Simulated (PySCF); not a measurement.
Job file and geometry (Å, from PBE0-D3(BJ)/def2-SVP) of a spin–spin coupling run on Ge(OEt)H3 ([H][Ge]([H])([H])[O]CC, C$_{2}$H$_{8}$GeO), PBE/pcJ-1 Ge:pcSseg-1 indirect spin-spin coupling, non-relativistic, gas phase (PySCF 2.14.0, density-fitted response routines); density fitting, a coarse starting grid and PySCF grid level 2 are the driver's defaults:

```
$ OMP_NUM_THREADS=1 python probes_run.py task.json out

{"job": {"kind": "j", "xc": "PBE", "basis": "pcJ-1"}, "charge": 0, "multiplicity": 1}
Ge     0.833181    -0.098983    -1.968245
O      0.724517    -0.026621    -0.190573
C     -0.536746     0.042059     0.425743
C     -0.354177     0.053722     1.925971
H     -1.083550     0.954059     0.107827
H     -1.170135    -0.820771     0.132091
H     -1.326464     0.102851     2.439568
H      0.170572    -0.856004     2.253496
H      0.247974     0.922460     2.230873
H      2.334001    -0.176622    -2.267807
H      0.194197     1.171913    -2.567906
H      0.082089    -1.350822    -2.470047
```

Task: What does the program print?

Result: 
```
coarse grid: 42736 points
cycle   1  E = -2232.3291789889  dE = -4.629e-01  |g| = 1.368e+00  |ddm| = 2.760e+00
cycle   2  E = -2231.0702925432  dE =  1.259e+00  |g| = 2.805e+00  |ddm| = 3.779e+00
cycle   3  E = -2232.4433678410  dE = -1.373e+00  |g| = 7.018e-01  |ddm| = 3.571e+00
cycle   4  E = -2232.5290969979  dE = -8.573e-02  |g| = 1.509e-01  |ddm| = 5.641e-01
cycle   5  E = -2232.5315608447  dE = -2.464e-03  |g| = 6.010e-02  |ddm| = 1.674e-01
cycle   6  E = -2232.5324065522  dE = -8.457e-04  |g| = 1.896e-02  |ddm| = 6.155e-02
cycle   7  E = -2232.5324760505  dE = -6.950e-05  |g| = 4.313e-03  |ddm| = 1.338e-02
cycle   8  E = -2232.5324805977  dE = -4.547e-06  |g| = 6.915e-04  |ddm| = 5.316e-03
final grid: 89640 points
cycle   9  E = -2232.5324768414  dE =  1.164e-07  |g| = 1.232e-03  |ddm| = 1.995e-03
cycle  10  E = -2232.5324758664  dE =  9.750e-07  |g| = 2.669e-03  |ddm| = 2.662e-03
cycle  11  E = -2232.5324771100  dE = -1.244e-06  |g| = 3.022e-04  |ddm| = 1.936e-03
cycle  12  E = -2232.5324771314  dE = -2.137e-08  |g| = 3.946e-05  |ddm| = 2.914e-04
cycle  13  E = -2232.5324771317  dE = -2.974e-10  |g| = 3.729e-06  |ddm| = 3.377e-05
converged SCF energy = -2232.5324771317

Indirect spin-spin couplings (Hz)
  i      j    bonds     total        FC       PSO       DSO        SD
  1 O    2 C    1     26.257    26.688    -0.253    -0.177         -
  1 O    3 C    2    -10.030   -10.210     0.211    -0.032         -
  1 O    4 H    2     -3.081    -2.445    -0.608    -0.028         -
  1 O    5 H    2     -2.918    -2.279    -0.611    -0.028         -
  1 O    6 H    3    -15.106   -15.134    -0.154     0.182         -
  1 O    7 H    3     -2.093    -1.904    -0.062    -0.127         -
  1 O    8 H    3     -1.988    -1.796    -0.067    -0.125         -
  1 O    9 H    2    -16.142   -16.318    -0.101     0.277         -
  1 O   10 H    2     -1.120    -1.341    -0.163     0.383         -
  1 O   11 H    2     -1.066    -1.288    -0.160     0.382         -
  2 C    3 C    1     35.344    35.870    -0.741     0.215         -
  2 C    4 H    1    129.161   127.938     0.091     1.132         -
  2 C    5 H    1    128.851   127.620     0.094     1.136         -
  2 C    6 H    2      2.076     2.017     0.146    -0.086         -
  2 C    7 H    2     -5.646    -5.641     0.070    -0.075         -
  2 C    8 H    2     -5.613    -5.605     0.068    -0.076         -
  2 C    9 H    3      7.115     7.616     0.320    -0.821         -
  2 C   10 H    3      0.545     0.632     0.031    -0.118         -
  2 C   11 H    3      0.659     0.741     0.028    -0.109         -
  3 C    4 H    2     -1.192    -1.150     0.096    -0.138         -
  3 C    5 H    2     -1.251    -1.210     0.095    -0.136         -
  3 C    6 H    1    118.472   116.550     1.299     0.623         -
  3 C    7 H    1    123.175   121.384     1.127     0.664         -
  3 C    8 H    1    123.195   121.403     1.129     0.663         -
  3 C    9 H    4      0.477     0.644     0.199    -0.366         -
  4 H    5 H    2     -8.138    -8.697     1.891    -1.332         -
  4 H    6 H    3      1.871     1.760     0.377    -0.266         -
  4 H    7 H    3     14.473    14.408     2.743    -2.679         -
  4 H    8 H    3      5.467     5.344     0.401    -0.278         -
  4 H    9 H    4     -2.274    -0.425     1.128    -2.977         -
  4 H   10 H    4      0.937     0.321    -0.823     1.439         -
  4 H   11 H    4     -0.213     0.354     0.484    -1.052         -
  5 H    6 H    3      1.972     1.856     0.358    -0.243         -
  5 H    7 H    3      5.345     5.217     0.414    -0.286         -
  5 H    8 H    3     14.515    14.448     2.740    -2.673         -
  5 H    9 H    4     -2.257    -0.367     1.125    -3.015         -
  5 H   10 H    4     -0.241     0.325     0.441    -1.007         -
  5 H   11 H    4      0.979     0.323    -0.876     1.533         -
  6 H    7 H    2    -12.538   -12.741     2.752    -2.549         -
  6 H    8 H    2    -12.544   -12.747     2.752    -2.549         -
  6 H    9 H    5     -0.317     0.276     0.937    -1.530         -
  7 H    8 H    2    -11.372   -11.612     2.615    -2.375         -
  7 H    9 H    5     -0.527    -0.082     0.482    -0.927         -
  7 H   10 H    5     -0.440     0.147     0.919    -1.505         -
  7 H   11 H    5     -0.201    -0.011     0.392    -0.582         -
  8 H    9 H    5     -0.528    -0.085     0.494    -0.937         -
  8 H   10 H    5     -0.226    -0.009     0.431    -0.648         -
  8 H   11 H    5     -0.405     0.155     0.920    -1.480         -
  9 H   10 H    2     16.717    20.259     1.203    -4.745         -
  9 H   11 H    2     16.569    20.116     1.204    -4.751         -
 10 H   11 H    2     21.496    24.734     1.086    -4.324         -
```

Size and cost of the density-fitted run: 202 basis functions, 70 s wall time (58 s CPU) on 1 thread of an AMD EPYC, shared host; peak memory 0.66 GiB.
